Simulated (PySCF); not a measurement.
A PySCF script (with the pyscf-properties extension) for the NMR shieldings of `[S]([Al]([C]#C)[N](C)C)C`, C5H10AlNS, on a GFN2-xTB geometry:

```python
import basis_set_exchange as bse
import numpy as np
from pyscf import gto, dft
from pyscf.prop import nmr

atoms = """
C     0.076654    3.309772   -0.306246
C     0.148050    2.101807   -0.323717
Al    0.264885    0.159295   -0.363261
S     2.255880   -0.792461   -0.295986
C     3.303491    0.703201   -0.134147
N    -1.159196   -0.923179   -0.456875
C    -1.095651   -2.374446   -0.531361
C    -2.515724   -0.413840   -0.467279
H     0.006235    4.362610   -0.291843
H     3.982105    0.730348   -0.980994
H     3.868881    0.615418    0.788467
H     2.690497    1.603884   -0.116274
H    -1.608175   -2.835335    0.320971
H    -1.563008   -2.741323   -1.452823
H    -0.047038   -2.681846   -0.520686
H    -3.090656   -0.792187    0.386101
H    -3.043312   -0.700233   -1.384699
H    -2.482675    0.674834   -0.410523
"""
names = dict.fromkeys(["C", "Al", "S", "N", "H"], "pcSseg-1")
basis = {el: gto.basis.parse(bse.get_basis(n, elements=[el], fmt="nwchem")) for el, n in names.items()}
mol = gto.M(atom=atoms, basis=basis, charge=0, verbose=0)
mf = dft.RKS(mol, xc="PBE0")
mf.grids.level = 2
mf.grids.alignment = dft.numint.BLKSIZE   # the property module wants whole blocks of grid points
mf.conv_tol = 1e-9
mf.kernel()

calc = nmr.RKS(mf)   # GIAO
C = mf.mo_coeff
Co = C[:, mf.mo_occ > 0]
resp = mf.gen_response(singlet=True, hermi=2)
def vind(x):   # induced exchange potential for any number of trial vectors
    d = np.einsum("pi,xij,qj->xpq", C, 2 * x.reshape(-1, C.shape[1], Co.shape[1]), Co, optimize=True)
    return np.einsum("xpq,pi,qj->xij", resp(d - d.transpose(0, 2, 1)), C, Co, optimize=True).ravel()
mo1, _ = nmr.rhf.solve_mo1(calc, with_cphf=vind)
sigma = calc.kernel(mo1)
for i, s in enumerate(sigma):   # ppm
    w = np.linalg.eigvalsh((s + s.T) / 2)
    print("%2d %-2s iso %8.1f  s11 %8.1f  s22 %8.1f  s33 %8.1f" % (i, mol.atom_pure_symbol(i), w.mean(), *w))
```

Task: Give the expected output.

Result: 
```
 0 C  iso     77.4  s11    -14.7  s22     -9.8  s33    256.7
 1 C  iso     97.9  s11      2.9  s22      5.1  s33    285.7
 2 Al iso    391.7  s11    363.1  s22    367.3  s33    444.8
 3 S  iso    694.7  s11    636.4  s22    692.1  s33    755.4
 4 C  iso    174.7  s11    165.2  s22    167.1  s33    191.8
 5 N  iso    199.3  s11    131.2  s22    222.3  s33    244.4
 6 C  iso    143.7  s11    118.2  s22    131.6  s33    181.3
 7 C  iso    144.0  s11    118.1  s22    131.3  s33    182.7
 8 H  iso     29.8  s11     24.3  s22     24.6  s33     40.4
 9 H  iso     29.5  s11     23.4  s22     26.9  s33     38.1
10 H  iso     29.5  s11     23.3  s22     26.9  s33     38.1
11 H  iso     28.9  s11     21.4  s22     29.6  s33     35.6
12 H  iso     29.1  s11     25.0  s22     26.5  s33     35.9
13 H  iso     29.1  s11     25.0  s22     26.5  s33     35.9
14 H  iso     28.5  s11     22.2  s22     30.4  s33     32.8
15 H  iso     29.1  s11     24.7  s22     26.6  s33     35.9
16 H  iso     29.1  s11     24.7  s22     26.6  s33     35.9
17 H  iso     28.1  s11     22.5  s22     28.7  s33     33.2
```

These numbers come from an equivalent density-fitted implementation of the same equations, which agrees with the script to about 0.01 ppm for H and up to a few tenths of a ppm for heavy atoms, so last digits may differ.

Size and cost of the density-fitted run: 200 basis functions, 36 s wall time on 1 thread of an Intel Xeon 6975P-C, shared host; peak memory 0.9 GiB.
